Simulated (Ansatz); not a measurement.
`C#CBN` + H₂O → `C#CBO` + NH₃ at 500 K and 1 bar (formal hydrolysis of a B–N bond).

Computed with Ansatz on PBE0-D4/def2-TZVP structures; ΔE is electronic, products minus reactants. CBS: MP2 limit from def2 TZ/QZ plus the TZ coupled-cluster correction, frozen cores. This one scheme is used for every species. Each species was taken in one conformer, which may not be the lowest.

```
species  CCSD(T)/CBS energy (Eh)  H − E (kJ/mol)  S (J/(mol·K))
`C#CBN`               -157.99831           189.8          331.0
    H₂O                -76.37941            73.2          206.3
`C#CBO`               -177.86821           154.8          324.5
    NH₃                -56.50880           108.2          211.8
```

H − E and S are ideal-gas, rigid-rotor, harmonic terms from PBE0-D4/def2-TZVP, for one conformer and one mirror image of each species. 1 Eh = 2625.50 kJ/mol, R = 8.31446 J/(mol·K).

Q: By hand: ΔE, ΔH, ΔS and ΔG.

A: ΔE = (-177.86821) + (-56.50880) − (-157.99831) − (-76.37941) = 0.00071 Eh = 1.9 kJ/mol. Δ(H − E) = 154.8 + 108.2 − 189.8 − 73.2 = 0.0, so ΔH = 1.9 kJ/mol. ΔS = 324.5 + 211.8 − 331.0 − 206.3 = -1.0 J/(mol·K). ΔG = 1.9 − 500 × (-1.0)/1000 = 2.4 kJ/mol.

Q: By hand: the equilibrium constant, and the temperature at which ΔG would vanish if ΔH and ΔS stayed fixed.

A: log₁₀ K = −ΔG/(RT ln 10) = -0.3. ΔH and −TΔS have one sign here, so there is no such temperature.

The number of gas molecules stays the same, so ΔS is small and ΔH decides. The sign of ΔG lies within the doubt. A doubt of 5 kJ/mol in ΔE shifts log₁₀ K by 0.5 here. Other conformers and mirror images would add mixing entropy, several J/(mol·K) or more a flexible species. These are equilibria of isolated gas molecules and say nothing of rates. Largest T1 diagnostic: 0.015 (customary marks: 0.02 for closed shells, 0.045 for open ones).

ΔS is within the doubt of such terms, so its sign, and with it that verdict, could turn.
